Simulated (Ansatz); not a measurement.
Consider the formal hydrolysis of the Si–Si bond: `CO[SiH](O)[SiH2]O` + H₂O → `CO[SiH](O)O` + `O[SiH3]`.

Computed with Ansatz on PBE0-D4/def2-TZVP structures; ΔE is electronic, products minus reactants. CCSD(T)/CBS is the MP2 limit (def2-TZVPP, def2-QZVPP) plus CCSD(T) − MP2 in def2-TZVPP, frozen cores. This one scheme is used for every species. DFT in def2-TZVPP. B3LYP here is the variant with VWN-RPA as its local correlation; programs differ in this. Each species was taken in one conformer, which may not be the lowest.

`CO[SiH](O)[SiH2]O`:

Z-matrix (Å, degrees):
```
C
O 1 1.411
H 1 1.091 2 108.1
H 1 1.096 2 111.5 3 119.3
H 1 1.094 2 111.2 3 -119.5
Si 2 1.642 1 123.3 3 -170.1
Si 6 2.345 2 111.7 1 -77.8
O 6 1.640 2 108.8 1 165.9
H 6 1.497 2 107.0 1 45.3
O 7 1.661 6 104.3 2 51.5
H 7 1.492 6 111.8 2 -68.5
H 7 1.494 6 112.3 2 171.5
H 8 0.959 6 117.8 2 -59.6
H 10 0.958 7 117.5 6 179.1
```

H₂O:

```xyz
3

O     0.196    0.255    0.219
H     0.559   -0.446   -0.326
H    -0.755    0.191    0.107
```

`CO[SiH](O)O`:

Cartesian coordinates in Å:
```
C -0.244 0.686 -1.593
O 0.331 0.677 -0.306
Si 0.251 -0.596 0.719
O -1.255 -0.948 1.236
O 1.170 -0.182 2.005
H 0.025 -0.211 -2.162
H -1.335 0.749 -1.538
H 0.130 1.559 -2.130
H 0.705 -1.819 0.026
H -1.640 -0.374 1.900
H 1.863 0.459 1.844
```

`O[SiH3]`:

```xyz
6

O    -0.197    0.980   -0.802
Si    0.043   -0.381    0.094
H    -0.192    1.822   -0.346
H     1.367   -0.365    0.775
H    -0.017   -1.512   -0.860
H    -1.005   -0.545    1.139
```

```tsv
level	ΔE (kcal/mol)	difference from CCSD(T)/CBS
PBE-D4	-27.8	5.4
B3LYP-D4	-32.5	0.7
ωB97M-V	-34.8	-1.6
PBE	-29.1	4.1
B3LYP	-34.5	-1.3
HF/def2-TZVPP	-40.0	-6.8
MP2/def2-TZVPP	-35.4	-2.2
CCSD(T)/def2-TZVPP	-34.0	-0.8
SCS-MP2/def2-QZVPP	-35.7	-2.5
HF/CBS(def2)	-40.3	-7.1
CCSD(T)/CBS	-33.2	0
```

Largest T1 diagnostic among the species: 0.012.

The D4 term adds +2.0 kcal/mol with B3LYP and +1.2 kcal/mol with PBE0; it sums over pairs of atoms, weighted by their polarisabilities, and B3LYP, whose exchange is more repulsive, gets the larger term. From PBE to PBE0 (25 % exact exchange), in def2-TZVPP and without D4, ΔE moves by −2.0 kcal/mol.
